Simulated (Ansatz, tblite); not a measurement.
Cost and result up the ladder for `[C-]#[N+]C12CC3C4CC5CC3C(C1)C(C5)C4C2` (35 atoms). The state is a singlet with charge 0. Geometry: PBE-D4/def2-SVP.

| atom | x (Å) | y (Å) | z (Å) |
| --- | --- | --- | --- |
| C1 | 0.7967 | 2.4152 | -4.0629 |
| N2 | 0.5996 | 1.8176 | -3.0570 |
| C3 | 0.3622 | 1.0982 | -1.8468 |
| C4 | 0.6602 | -0.4043 | -2.0622 |
| C5 | 0.4033 | -1.1723 | -0.7583 |
| C6 | -1.0726 | -1.0190 | -0.3148 |
| C7 | -1.3265 | -1.7924 | 0.9892 |
| C8 | -0.4126 | -1.2510 | 2.1038 |
| C9 | 1.0578 | -1.4185 | 1.6792 |
| C10 | 1.3158 | -0.6445 | 0.3764 |
| C11 | 1.0195 | 0.8630 | 0.5728 |
| C12 | 1.2791 | 1.6401 | -0.7251 |
| C13 | -0.4551 | 1.0209 | 1.0193 |
| C14 | -0.7100 | 0.2440 | 2.3211 |
| C15 | -1.3634 | 0.4892 | -0.1168 |
| C16 | -1.1145 | 1.2647 | -1.4178 |
| H17 | 1.7145 | -0.5225 | -2.3889 |
| H18 | 0.0160 | -0.7888 | -2.8803 |
| H19 | 0.6210 | -2.2498 | -0.9267 |
| H20 | -1.7338 | -1.4117 | -1.1187 |
| H21 | -2.3931 | -1.6940 | 1.2858 |
| H22 | -1.1363 | -2.8757 | 0.8295 |
| H23 | -0.5973 | -1.8107 | 3.0451 |
| H24 | 1.7331 | -1.0470 | 2.4800 |
| H25 | 1.2948 | -2.4945 | 1.5331 |
| H26 | 2.3786 | -0.7668 | 0.0714 |
| H27 | 1.6842 | 1.2620 | 1.3701 |
| H28 | 1.0791 | 2.7228 | -0.5837 |
| H29 | 2.3385 | 1.5387 | -1.0409 |
| H30 | -0.6705 | 2.1007 | 1.1785 |
| H31 | -1.7644 | 0.3825 | 2.6439 |
| H32 | -0.0695 | 0.6484 | 3.1344 |
| H33 | -2.4274 | 0.6171 | 0.1802 |
| H34 | -1.3339 | 2.3444 | -1.2820 |
| H35 | -1.7731 | 0.8938 | -2.2307 |

Ansatz on 2 threads of AMD EPYC 7R13 on a shared host and a share (18 GiB) of an NVIDIA H100 80GB HBM3; xTB runs through tblite on one thread. Times are rough, summed over both states, and most runs start from the orbitals of an earlier one. PBE0-D4/def2-TZVP serves as the yardstick here, not as an exact answer. The other state is a triplet.

The xTB rows come from tblite. Single mean-field runs in def2-TZVP are fitted with def2-universal-jkfit.

xTB has no spin-polarisation term.

```json
{"level": "GFN2-xTB", "functions": "83", "wall time": "0.06 s", "vertical triplet (eV)": "5.35", "difference from PBE0-D4/def2-TZVP (eV)": "-0.40"}
{"level": "GFN1-xTB", "functions": "102", "wall time": "0.093 s", "vertical triplet (eV)": "5.17", "difference from PBE0-D4/def2-TZVP (eV)": "-0.58"}
{"level": "PBE0-D4/def2-TZVP", "functions": "610", "wall time": "45 s", "vertical triplet (eV)": "5.75", "difference from PBE0-D4/def2-TZVP (eV)": "0.00"}
{"level": "PBE-D4/def2-TZVP", "functions": "610", "wall time": "52 s", "vertical triplet (eV)": "5.76", "difference from PBE0-D4/def2-TZVP (eV)": "0.01"}
```
